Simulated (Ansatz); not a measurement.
Input for Ansatz (development build ahead of 0.2.0):

```yaml
crystal:
  periodic: [false, false, false]
  atoms:
    - { symbol: H, position_ang: [2.25211, 0.0087, 0.00079] }
    - { symbol: H, position_ang: [2.02156, 0.97659, -0.00127] }
    - { symbol: H, position_ang: [1.39728, 1.75378, -0.00071] }
    - { symbol: H, position_ang: [0.49788, 2.20064, -0.00868] }
    - { symbol: H, position_ang: [-0.49317, 2.19167, -0.00042] }
    - { symbol: H, position_ang: [-1.40227, 1.76862, -0.00722] }
    - { symbol: H, position_ang: [-2.03081, 0.9736, -0.00627] }
    - { symbol: H, position_ang: [-2.25441, 0.00794, 0.00034] }
    - { symbol: H, position_ang: [-2.02104, -0.97357, -0.00614] }
    - { symbol: H, position_ang: [-1.39518, -1.754, -0.00629] }
    - { symbol: H, position_ang: [-0.49742, -2.19618, -0.00108] }
    - { symbol: H, position_ang: [0.50408, -2.19598, -0.00661] }
    - { symbol: H, position_ang: [1.40029, -1.76078, -0.00317] }
    - { symbol: H, position_ang: [2.03296, -0.97953, 0.00649] }
basis:
  gaussian: { orbitals: "6-31G" }
hamiltonian:
  xc: hf
```

The input is written out in the form of the current development build from the run's settings.

Results

| Quantity | Value |
| --- | --- |
| Converged | yes |
| Total energy | -7.50852 hartree |
| Spin squared of the determinant | 0.000 |

Caution: stretched shape with no unrestricted run beside it, a lower state can exist.
